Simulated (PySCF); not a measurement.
## Telling isomers of C$_{3}$H$_{11}$NO$_{2}$Si$_{3}$ apart by NMR

[PySCF: shielding tensors at PBE0/pcSseg-1 (GIAO); structure optimised with GFN2-xTB; no solvent; non-relativistic; a single conformation; rapidly exchanging positions averaged]

Shifts are taken against calculated references (same method and geometry level): ¹H and ¹³C against TMS. Where no couplings were computed, multiplicities follow the n + 1 count of equivalent neighbours, and m marks all less simple cases (inequivalent or close neighbours, rings, F or P nearby). Shifts are as computed. Against solution values, carbons near 30 ppm lie about +3 ppm off and those near 130 ppm about +5 ppm. Of 1309 compounds with measured shifts, 239 miss one by over three times the rms of a fit or turn the order of signals round; such compounds aren't used in these exercises.

(1) Tabulate the signals of `C=C(C=O)O[SiH2]N([SiH3])[SiH3]`, `O=C[C@H]1C[SiH2]N([SiH3])[SiH2]O1` and their relative energies.

(2) What is the quickest way to tell C=C(C=O)O[SiH2]N([SiH3])[SiH3] from O=C[C@H]1C[SiH2]N([SiH3])[SiH2]O1?

## Answers

(1) 
```json
{"SMILES": "C=C(C=O)O[SiH2]N([SiH3])[SiH3]", "carbon types": "1×C 1×CH 1×CH2", "δC": "196.1, 162.4, 120.7", "δH": "9.25 (s, 1H), 6.23 (br s, 1H), 5.62 (s, 2H), 5.61 (br s, 1H), 4.78 (s, 6H)", "E rel. (kcal/mol)": "20.9"}
{"SMILES": "O=C[C@H]1C[SiH2]N([SiH3])[SiH2]O1", "carbon types": "2×CH 1×CH2", "δC": "211.0, 75.8, 18.9", "δH": "10.02 (d, 1H), 5.32 (m, 1H), 5.17 (m, 1H), 5.07 (m, 1H), 5.02 (m, 1H), 4.73 (s, 3H), 4.12 (m, 1H), 1.31 (m, 1H), 0.59 (m, 1H)", "E rel. (kcal/mol)": "0.0"}
```

Energies are electronic energies at PBE0/pcSseg-1 on these geometries, without zero-point or thermal terms, each for the one conformer computed, which needn't be the lowest.

(2) Both give the same number of carbon signals, but DEPT or the intensities differ. The first has an alkene carbon bearing oxygen (C) at 162.4 ppm, the second an sp3 CH bonded to O, α to a carbonyl at 75.8 ppm. Their most deshielded carbons lie at 196.1 and 211.0 ppm. In the proton spectra the most deshielded non-exchanging signals are 9.25 (s, 1H) and 10.02 (d, 1H).
